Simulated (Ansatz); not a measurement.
Pd₃Au⁻. The state is a triplet with charge -1. Geometry B3LYP-D4/def2-SVP, that of the neutral doublet; atoms count from 1.

```tsv
atom	x (Å)	y (Å)	z (Å)
Pd1	1.393	0.292	0.787
Pd2	-1.004	1.255	0.252
Pd3	-0.678	-1.335	0.635
Au4	0.289	-0.212	-1.675
```

In the def2 sets Au, Pd take a core potential; there is no spin–orbit coupling. The highest occupied level of the charge -1 triplet lies above zero (up to 0.23 eV). By energy differences its removal costs 1.17 eV (vertical, to the charge 0 doublet, at PBE0-D4/def2-TZVPD); a positive level beside a positive removal energy at the same level points to self-interaction error. The structure comes from a short search, and lower isomers may exist.

(1) Estimate the Mulliken populations from the PBE0/def2-TZVPD orbitals of Ansatz.

(2) Where does the spin sit?

(3) And the Mayer bond orders between bonded heavy atoms (over 0.3)?

## Answers

(1) 
| atom | charge (e) | spin (α − β) | d electrons |
| --- | --- | --- | --- |
| Pd1 | -0.29 | 0.52 | 9.43 |
| Pd2 | -0.29 | 0.52 | 9.43 |
| Pd3 | -0.29 | 0.52 | 9.43 |
| Au4 | -0.12 | 0.44 | 9.83 |
Mulliken values and Mayer orders depend strongly on the basis. With diffuse functions, as here, like atoms can get unlike values, and bond orders can come out too low or too high.

(2) Summed by element: Pd 1.56, Au 0.44, of 2 unpaired in all. Largest on single atoms: Pd1 0.52, Pd2 0.52, Pd3 0.52.

(3) Pd1–Pd2 0.66 (2.64 Å); Pd1–Pd3 0.66 (2.64 Å); Pd1–Au4 0.50 (2.74 Å); Pd2–Pd3 0.66 (2.64 Å); Pd2–Au4 0.50 (2.74 Å); Pd3–Au4 0.50 (2.74 Å).
